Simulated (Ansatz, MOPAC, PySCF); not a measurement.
Dissociation curve of GaCl, singlet.

UKS-PBE = unrestricted PBE/cc-pVTZ (PySCF 2.14.0); UCCSDT = CCSDT on UHF/cc-pVTZ, cores with 3d frozen (Ansatz, an electronic-structure program); RKS-PBE = PySCF 2.14.0 with restricted PBE/cc-pVTZ; PM3, restricted, heats of formation (MOPAC).

Energies are in kJ/mol, each relative to the lowest point of its own curve near equilibrium.

```json
[
 {"R / Å": "1.65", "UKS-PBE": "460.3", "UCCSDT": "489.8", "RKS-PBE": "460.3", "PM3": "146.9"},
 {"R / Å": "1.77", "UKS-PBE": "233.3", "UCCSDT": "248.0", "RKS-PBE": "233.3", "PM3": "53.6"},
 {"R / Å": "1.88", "UKS-PBE": "112.5", "UCCSDT": "118.8", "RKS-PBE": "112.5", "PM3": "27.9"},
 {"R / Å": "1.99", "UKS-PBE": "44.9", "UCCSDT": "46.7", "RKS-PBE": "44.9", "PM3": "19.6"},
 {"R / Å": "2.09", "UKS-PBE": "13.6", "UCCSDT": "13.5", "RKS-PBE": "13.6", "PM3": "12.3"},
 {"R / Å": "2.14", "UKS-PBE": "5.4", "UCCSDT": "5.1", "RKS-PBE": "5.4", "PM3": "8.1"},
 {"R / Å": "2.22", "UKS-PBE": "0.0", "UCCSDT": "0.0", "RKS-PBE": "0.0", "PM3": "2.3"},
 {"R / Å": "2.27", "UKS-PBE": "0.3", "UCCSDT": "0.9", "RKS-PBE": "0.3", "PM3": "0.0"},
 {"R / Å": "2.34", "UKS-PBE": "4.5", "UCCSDT": "5.9", "RKS-PBE": "4.5", "PM3": "0.0"},
 {"R / Å": "2.42", "UKS-PBE": "13.1", "UCCSDT": "15.7", "RKS-PBE": "13.1", "PM3": "5.2"},
 {"R / Å": "2.56", "UKS-PBE": "34.8", "UCCSDT": "39.6", "RKS-PBE": "34.8", "PM3": "27.8"},
 {"R / Å": "2.75", "UKS-PBE": "70.8", "UCCSDT": "78.9", "RKS-PBE": "70.8", "PM3": "76.5"},
 {"R / Å": "2.99", "UKS-PBE": "118.8", "UCCSDT": "131.5", "RKS-PBE": "118.8", "PM3": "143.4"},
 {"R / Å": "3.32", "UKS-PBE": "179.5", "UCCSDT": "198.9", "RKS-PBE": "179.5", "PM3": "217.0"},
 {"R / Å": "3.60", "UKS-PBE": "223.0", "UCCSDT": "248.5", "RKS-PBE": "223.0", "PM3": "263.9"},
 {"R / Å": "3.93", "UKS-PBE": "264.5", "UCCSDT": "298.0", "RKS-PBE": "264.5", "PM3": "310.8"},
 {"R / Å": "4.41", "UKS-PBE": "308.3", "UCCSDT": "355.5", "RKS-PBE": "308.7", "PM3": "369.6"},
 {"R / Å": "4.87", "UKS-PBE": "334.4", "UCCSDT": "—", "RKS-PBE": "337.2", "PM3": "415.6"},
 {"R / Å": "5.40", "UKS-PBE": "351.7", "UCCSDT": "—", "RKS-PBE": "358.7", "PM3": "456.5"},
 {"R / Å": "5.96", "UKS-PBE": "362.2", "UCCSDT": "—", "RKS-PBE": "373.2", "PM3": "488.5"},
 {"R / Å": "6.68", "UKS-PBE": "370.0", "UCCSDT": "—", "RKS-PBE": "384.7", "PM3": "518.1"},
 {"R / Å": "7.72", "UKS-PBE": "376.4", "UCCSDT": "—", "RKS-PBE": "—", "PM3": "546.6"},
 {"R / Å": "8.87", "UKS-PBE": "380.9", "UCCSDT": "—", "RKS-PBE": "—", "PM3": "567.5"}
]
```

At the longest distance, 8.87 Å, PM3 lies highest above its minimum (567.5 kJ/mol) and UKS-PBE lowest (380.9 kJ/mol).

Dashes: no converged value, or the column stops at the first point that the program doubted or that broke a chosen test of continuity, which isn't proof of a fault.

The unrestricted determinant behind UKS-PBE is spin-contaminated at 4.41 to 8.87 Å (<S²> up to 0.6, against 0.00 for a pure singlet). At the longest distance UKS-PBE leaves fractional charges on the fragments, a sign of delocalisation error or of the restricted form. The unrestricted determinant behind UCCSDT is spin-contaminated at 4.87 to 8.87 Å (<S²> up to 1.0, against 0.00 for a pure singlet). The restricted form behind RKS-PBE, PM3 keeps the bonding electrons paired and can't separate into open-shell fragments.
